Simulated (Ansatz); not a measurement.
`C[O][Sn][F]` + H₂S → `[F][Sn][SH]` + CH₃OH at 298.15 K and 1 bar (ligand exchange at the Sn–O bond).

Isolated molecules relaxed with PBE0-D4/def2-TZVP in Ansatz; ΔE leaves out vibrations. CCSD(T)/CBS is the MP2 limit (def2-TZVPP, def2-QZVPP) plus CCSD(T) − MP2 in def2-TZVPP, frozen cores. This one scheme is used for every species. def2 core potentials past Kr. For Sn outer-core shells are correlated without core-valence functions, which leaves a few kJ/mol of doubt a bond. Each species was taken in one conformer, which may not be the lowest.

| species | CCSD(T)/CBS energy (Eh) | H − E (kJ/mol) | S (J/(mol·K)) |
| --- | --- | --- | --- |
| `C[O][Sn][F]` | -428.91146 | 130.6 | 332.3 |
| H₂S | -398.97279 | 49.9 | 205.7 |
| `[F][Sn][SH]` | -712.27458 | 42.5 | 307.5 |
| CH₃OH | -115.61712 | 146.3 | 238.2 |

H − E and S are ideal-gas, rigid-rotor, harmonic terms from PBE0-D4/def2-TZVP, for one conformer and one mirror image of each species. 1 Eh = 2625.50 kJ/mol, R = 8.31446 J/(mol·K).

Question: By hand: ΔE, ΔH, ΔS and ΔG.

Answer: ΔE = (-712.27458) + (-115.61712) − (-428.91146) − (-398.97279) = -0.00745 Eh = -19.6 kJ/mol. Δ(H − E) = 42.5 + 146.3 − 130.6 − 49.9 = 8.3, so ΔH = -11.3 kJ/mol. ΔS = 307.5 + 238.2 − 332.3 − 205.7 = 7.7 J/(mol·K). ΔG = -11.3 − 298.15 × (7.7)/1000 = -13.6 kJ/mol.

Question: By hand: the equilibrium constant, and the temperature at which ΔG would vanish if ΔH and ΔS stayed fixed.

Answer: log₁₀ K = −ΔG/(RT ln 10) = 2.4. ΔH and −TΔS have one sign here, so there is no such temperature.

The number of gas molecules stays the same, so ΔS is small and ΔH decides. A doubt of 5 kJ/mol in ΔE shifts log₁₀ K by 0.9 here. Other conformers and mirror images would add mixing entropy, several J/(mol·K) or more a flexible species. These are equilibria of isolated gas molecules and say nothing of rates. Largest T1 diagnostic: 0.017 (customary marks: 0.02 for closed shells, 0.045 for open ones).

ΔS is within the doubt of such terms, so its sign, and with it that verdict, could turn.
